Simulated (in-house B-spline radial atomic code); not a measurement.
Inner-shell binding energies (edges) and X-ray emission energies of free atoms and ions, as differences of relaxed hole-state energies with first-order Breit, QED and recoil terms, without correlation or multiplet splittings, in NIST's listed ground configurations. For neutral atoms such line energies lie within some 1 to 5 eV of tabulated X-ray lines (up to 20 eV for the heaviest). K = 1s, L1 = 2s, M5 = 3d5/2. A dash marks a subshell that is part filled or wasn't run, or a line left out. Computed with an all-electron radial atomic-structure program (B-spline basis): Dirac-Hartree-Fock, average of the configuration, finite nuclei.

```json
{"ion": "Sb", "configuration": "[Kr] 4d10 5s2 5p3", "K edge (eV)": "30498.7", "L1 edge (eV)": "4713.82", "M5 edge (eV)": "536.51"}
{"ion": "Te+", "configuration": "[Kr] 4d10 5s2 5p3", "K edge (eV)": "31831.8", "L1 edge (eV)": "4965.03", "M5 edge (eV)": "591.49"}
{"ion": "I2+", "configuration": "[Kr] 4d10 5s2 5p3", "K edge (eV)": "?", "L1 edge (eV)": "?", "M5 edge (eV)": "?"}
{"ion": "Xe3+", "configuration": "[Kr] 4d10 5s2 5p3", "K edge (eV)": "?", "L1 edge (eV)": "?", "M5 edge (eV)": "?"}
{"ion": "Cs4+", "configuration": "[Kr] 4d10 5s2 5p3", "K edge (eV)": "36036", "L1 edge (eV)": "5774.22", "M5 edge (eV)": "778.46"}
{"ion": "Ba5+", "configuration": "[Kr] 4d10 5s2 5p3", "K edge (eV)": "37506.2", "L1 edge (eV)": "6062.29", "M5 edge (eV)": "847.61"}
```

Question: Fill in the row of I2+.

Answer: K edge (eV): 33199; L1 edge (eV): 5225.58; M5 edge (eV): 650.29.

Question: Fill in the row of Xe3+.

Answer: K edge (eV): 34600.3; L1 edge (eV): 5495.32; M5 edge (eV): 712.66.
